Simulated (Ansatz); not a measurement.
C2H9GaN (SMILES [CH3][Ga+]([CH3])<-[NH3]), charge +1, singlet, geometry from GFN2-xTB (such geometries of metal compounds can be far from the true shape); SC-NEVPT2/STO-3G, CASSCF(6,6) (Ansatz, a program for electronic structure).

The Ansatz input:
Ansatz 0.2 input:
```yaml
crystal:
  periodic: [false, false, false]
  atoms:
    - {symbol: Ga, position_ang: [0.01003380, 0.27097178, 0.07389341]}
    - {symbol: C, position_ang: [1.55452648, 0.92260058, -1.08231055]}
    - {symbol: H, position_ang: [2.47617826, 0.42355701, -0.77176882]}
    - {symbol: H, position_ang: [1.67928861, 2.00274328, -0.97584487]}
    - {symbol: H, position_ang: [1.34640736, 0.68481893, -2.12896532]}
    - {symbol: C, position_ang: [-1.51436683, 0.35174934, 1.42183453]}
    - {symbol: H, position_ang: [-2.42870142, -0.02452666, 0.95522827]}
    - {symbol: H, position_ang: [-1.67513787, 1.38074407, 1.75191083]}
    - {symbol: H, position_ang: [-1.26674764, -0.26714734, 2.28816172]}
    - {symbol: N, position_ang: [-0.06356420, -1.91220972, -0.51359736]}
    - {symbol: H, position_ang: [-0.73168795, -2.08431797, -1.26771262]}
    - {symbol: H, position_ang: [-0.34533545, -2.51653485, 0.26107862]}
    - {symbol: H, position_ang: [0.83867994, -2.26009330, -0.84474612]}
basis:
  gaussian:
    orbitals: STO-3G
total_charge: 1
magnetization: {spin_polarized: false}
correlation: {method: sc_nevpt2, electrons: all, active_space: {window: {electrons: 6, orbitals: 6}}}
```

What the program printed (banner, timings and long lists left out):

```
Functional definition: HF
508 factors; integrals over basis functions are off by at most 6.4e-5 eV
mean field evaluation 1: about -55361.7556 eV, gradient 1.6e1 eV
mean field evaluation 2: about -55361.8579 eV, gradient 1.6e1 eV
mean field evaluation 4: about -55362.9646 eV, gradient 1.6e0 eV
mean field evaluation 8: about -55362.9776 eV, gradient 1.4e-2 eV
mean field -55362.97764346 eV, -2034.5519020232 hartree, gradient 2.4e-6 eV, S^2 0.000000; 0 other end points of the search recorded, 0 dependent functions left out
reference -55362.97764346 eV, -2034.5519020232 hartree; 29, 29 occupied and 13, 13 virtual orbitals, 508 factors
state -55364.43367003 eV, -2034.6054100126 hartree
state -55364.43367003 eV, -2034.6054100126 hartree; corrected -55369.21690862 eV, -2034.7811907886 hartree
state -55364.26250745 eV, -2034.5991199038 hartree
state -55364.26250745 eV, -2034.5991199038 hartree; corrected -55369.01442076 eV, -2034.7737494970 hartree
state -55364.43367003 eV, -2034.6054100126 hartree; corrected -55369.21690862 eV, -2034.7811907886 hartree
state -55364.17299519 eV, -2034.5958303889 hartree
state -55364.17299519 eV, -2034.5958303889 hartree; corrected -55368.98987622 eV, -2034.7728475020 hartree
state -55364.43367003 eV, -2034.6054100126 hartree; corrected -55369.21690862 eV, -2034.7811907886 hartree
2 active orbitals were swapped for others, from the solution at -55364.17154608 eV, -2034.5957771351 hartree to that at -55364.26152379 eV, -2034.5990837551 hartree; typed "places" are swapped only where nearly empty or full, and so, without "given_window_search", are "orbital_numbers", "shells" and a window whose orbitals a file names under [Active]
2 active orbitals were swapped for others, from the solution at -55364.26140850 eV, -2034.5990795180 hartree to that at -55364.43357306 eV, -2034.6054064489 hartree; typed "places" are swapped only where nearly empty or full, and so, without "given_window_search", are "orbital_numbers", "shells" and a window whose orbitals a file names under [Active]
2 active orbitals were swapped for others, from the solution at -55364.41890049 eV, -2034.6048672419 hartree to that at -55364.43357306 eV, -2034.6054064489 hartree; typed "places" are swapped only where nearly empty or full, and so, without "given_window_search", are "orbital_numbers", "shells" and a window whose orbitals a file names under [Active]
Total energy: -55369.21690862 eV, -2034.7811907886 hartree
```
